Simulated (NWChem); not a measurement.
Molecule: C3HF2NS; SMILES Fc1csc(n1)F

Problem. Give the equilibrium geometry at PBE-D3(BJ)/def2-SVP (NWChem) as an XYZ file, with the point group.

Solution. point group Cs; any orientation.
```
8

F      0.5492     2.5036     0.0000
C      0.1670     1.2307     0.0000
C     -1.1487     0.8227     0.0000
S     -1.1913    -0.9204     0.0000
C      0.5612    -0.8949     0.0000
F      1.2230    -2.0392     0.0000
N      1.1331     0.2679     0.0000
H     -2.0583     1.4321     0.0000
```
